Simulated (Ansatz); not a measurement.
```yaml
crystal:
  periodic: [false, false, false]
  atoms:
    - {symbol: C, position_ang: [1.372217, -0.280832, -0.938657]}
    - {symbol: C, position_ang: [0.879831, -0.398895, 0.287944]}
    - {symbol: F, position_ang: [1.680571, -0.932109, 1.251532]}
    - {symbol: Al, position_ang: [-0.920540, 0.137983, 0.823735]}
    - {symbol: O, position_ang: [-1.827500, 0.785620, -0.452188]}
    - {symbol: H, position_ang: [0.747598, 0.141508, -1.716195]}
    - {symbol: H, position_ang: [2.380831, -0.593500, -1.191985]}
    - {symbol: H, position_ang: [-1.498567, -0.004402, 2.286155]}
    - {symbol: H, position_ang: [-2.726040, 1.098227, -0.367442]}
basis:
  gaussian: {orbitals: 6-31G}
hamiltonian: {xc: {name: HF}}
correlation: {method: mp2, frozen_orbitals: {C: 9}}
output: {forces: true}
```

```sh
$ ansatz run in.yaml --threads 2 --pin off --events-out ev --progress --plain --max-ram 4352MiB
```

Output, abridged:

```
Functional definition: HF
Error: "frozen_orbitals" has no count for F
```

(1) Something in this input is off. What?

## Answers

(1) Frozen orbitals are typed for one element alone, and the program wants a count for each. The program refused the input.
